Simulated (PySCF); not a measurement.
Coordinates in bohr (charge 0 multiplicity 1):
```
Sn    0.0000    0.0000   -1.7468
Br    3.6336    0.0000    1.3292
Br   -3.6336    0.0000    1.3292
```

These are results of PBE0 in PySCF with Sn def2-TZVP with ECP28, Br def2-TZVP; scalar-relativistic core potentials, no spin–orbit coupling; density-fitted integrals, not measurements.

This geometry of SnBr2 is a stationary point at this level.

Problem. What is the point group?

Solution. C2v.

Problem. Is it a minimum?

Solution. Yes: all harmonic wavenumbers are real.

Problem. List the harmonic modes with their infrared intensities.

Solution. 
```
symmetry  ω (cm⁻¹)  IR (km/mol)
      a1        80          0.7
      b2       238         60.2
      a1       247         23.9
```

Problem. What are the dipole moment and the gap between the highest occupied and lowest empty levels?

Solution. 3.01 D and 4.50 eV.

Problem. Give the atomic charges and bond orders.

Solution. 
```
 atom  Mulliken  Löwdin  polar tensor  Mayer order to Sn1
  Sn1      0.71    0.05          1.15                   –
Br2,3     -0.35   -0.02         -0.58                1.05
```

In C2v the vibrations span 2a1 + b2. Here b1 is antisymmetric to the molecular plane and b2 lies in it.
